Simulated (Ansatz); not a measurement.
C2H7NSi (`C1NC[SiH2]1`). Charge 0, multiplicity 1. The geometry is a stationary point of PBE0-D4/def2-TZVP.

```xyz
11

C    -0.451   -1.026    0.412
N     0.644   -0.188    0.933
C     0.551    1.051    0.137
Si   -0.273   -0.024   -1.180
H    -0.226   -2.094    0.427
H    -1.423   -0.860    0.901
H     0.636   -0.051    1.936
H    -0.137    1.805    0.548
H     1.518    1.521   -0.051
H    -1.492    0.472   -1.878
H     0.654   -0.605   -2.185
```

Task: What is the dipole moment at PBE/def2-TZVPP? (Best estimate.)

Result: Computed: 1.06 D, with components (-0.70, 0.43, 0.68) D in this frame, pointing from negative to positive charge.

Task: And with r2SCAN, B3LYP, ωB97M-V? (Estimate.)

Result: The calculation gave: r2SCAN 1.07 D, B3LYP 1.06 D, ωB97M-V 1.08 D.

Task: Give the Mulliken charges with PBE, ωB97M-V, r2SCAN in def2-TZVPP. (Estimate.)

Result: Ansatz gave: 
```
atom    PBE  ωB97M-V  r2SCAN
  C1  -0.18    -0.28   -0.15
  N2  -0.21    -0.21   -0.26
  C3  -0.18    -0.28   -0.15
 Si4   0.25     0.27    0.35
  H5   0.09     0.12    0.07
  H6   0.08     0.12    0.06
  H7   0.13     0.09    0.12
  H8   0.08     0.12    0.06
  H9   0.09     0.12    0.07
 H10  -0.07    -0.04   -0.09
 H11  -0.07    -0.03   -0.08
```

B3LYP here is the variant with VWN-RPA as its local correlation; programs differ in this.
